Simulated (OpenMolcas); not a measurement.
Ag3+: moving or changing the point charges

Ag3+ among 6 point charges of -1.7 e arranged as a trigonal antiprism (D3d), 2.15 Å from the ion, with a polar angle of 65.7° against the regular 54.74°.
```
   0.0000    1.9592    0.8853  -1.70
  -1.6968   -0.9796    0.8853  -1.70
   1.6968   -0.9796    0.8853  -1.70
   0.0000   -1.9592   -0.8853  -1.70
   1.6968    0.9796   -0.8853  -1.70
  -1.6968    0.9796   -0.8853  -1.70
```

- Program: OpenMolcas
- Method: CASSCF
- Basis: ANO-RCC-VDZP [6s5p3d1f]
- Scalar Hamiltonian: DKH2, point nucleus
- Active space: 8 electrons in 5 orbitals (4d)
- State averaging: 2S+1 = 3 even, 10 roots; 2S+1 = 1 even, 15 roots
- Spin-orbit coupling: state interaction with AMFI integrals over the reference wave functions

Runs around this geometry, states (labels of D3, the rotations of D3d). Energies in cm-1 above the lowest state or level, χT in cm3 K/mol.

| R (Å) | q (e) | Polar angle / regular | Ground state | First state of that spin | First gap with spin-orbit (degeneracies) | χT at 300 K | First state of another spin |
| --- | --- | --- | --- | --- | --- | --- | --- |
| 2.15 | -1.1 | 1.2 | 3A2 | 3A1 1951 | 580.2 (2, 1) | 2.779 | 1E 14650 |
| 2.06 | -1.7 | 1.2 | 3A2 | 3A1 4241 | 372.4 (2, 1) | 2.248 | 1E 14499 |
| 2.15 | -1.7 | 1.2 | 3A2 | 3A1 3338 | 486.3 (2, 1) | 2.421 | 1E 14567 |
| 2.37 | -1.7 | 1.2 | 3A2 | 3A1 1884 | 675.4 (2, 1) | 2.785 | 1E 14576 |
| 2.15 | -1.7 | 1.3 | 3A2 | 3A1 3359 | 363.6 (2, 1) | 2.367 | 1E 13255 |

Taking the first state of the same spin as R^-n, n = -ln(1884 / 4241) / ln(2.37 / 2.06) = 5.8 between the shortest and longest distance.

Scaling the charges by -1.1 / -1.7 = 0.65 scales the first state of the same spin by 1951 / 3338 = 0.58; with fixed orbitals a first-order splitting would follow the charge.

Without dynamic correlation the repulsion within the d shell is too large (B by tens of per cent), so at a given field states of lower spin stand too high. Real 4d8 and 5d8 ions are as a rule square planar and diamagnetic. Spin-orbit coupling mixes the spin-free states strongly: the lowest level takes only 66 % from its leading state, 3A2 (figures for R = 2.15, q = -1.1, ratio = 1.2; the like holds for R = 2.37, q = -1.7, ratio = 1.2). This is an electrostatic model: the charges have no orbitals. No measured value stands beside these numbers.
